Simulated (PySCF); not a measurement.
C4H11BrO3Si. Atoms are numbered in the order given.

```xyz
20

C     -2.6893    -2.3939    -0.7956
C     -2.2612    -1.0160    -0.3322
O     -0.9400    -0.7581    -0.7973
Si    -0.0425     0.5774    -0.4929
O     -0.8142     1.8902    -1.1086
Br     0.1779     0.7938     1.7386
O      1.4473     0.4409    -1.1511
C      2.4689    -0.4906    -0.8084
C      2.2180    -1.8557    -1.4270
H     -2.6628    -2.4571    -1.8943
H     -3.7143    -2.6123    -0.4566
H     -2.0159    -3.1649    -0.3902
H     -2.9455    -0.2424    -0.7235
H     -2.2845    -0.9513     0.7708
H     -0.4032     2.7525    -0.9761
H      2.5504    -0.5685     0.2909
H      3.4160    -0.0651    -1.1767
H      1.2791    -2.2893    -1.0516
H      2.1406    -1.7739    -2.5221
H      3.0451    -2.5426    -1.1855
```
Charge 0, spin multiplicity 1.

The structure is a stationary point at B3LYP-D3(BJ)/def2-SVP. One conformer was computed; it need not be the lowest.

These are HF/pcSseg-1 (PySCF) values and carry that method's errors.

GIAO shieldings, no solvent; atoms listed in one row are averaged. δ = σ(ref) − σ: ¹³C against TMS (σ = 192.6 ppm); ¹⁷O against H2O (σ = 333.0 ppm); ²⁹Si against TMS (σ = 393.8 ppm); ¹H against TMS (σ = 31.99 ppm), references at their B3LYP-D3(BJ)/def2-TZVP geometries, non-relativistic (without spin–orbit terms, shifts of atoms bonded to Cl or Br come out too high).

| nucleus | atoms | count | δ (ppm) |
|---|---|---|---|
| ¹³C | C8 | 1 | 58.7 |
| ¹³C | C2 | 1 | 57.6 |
| ¹³C | C1, C9 | 2 | 21.2 |
| ¹⁷O | O5 | 1 | 52.9 |
| ¹⁷O | O7 | 1 | 51.1 |
| ¹⁷O | O3 | 1 | 50.1 |
| ²⁹Si | Si4 | 1 | -55.0 |
| ¹H | H16 | 1 | 3.97 |
| ¹H | H13, H17 | 2 | 3.90 |
| ¹H | H14 | 1 | 3.88 |
| ¹H | H15 | 1 | 2.89 |
| ¹H | H10, H11, H12, H18, H19, H20 | 6 | 1.71 |
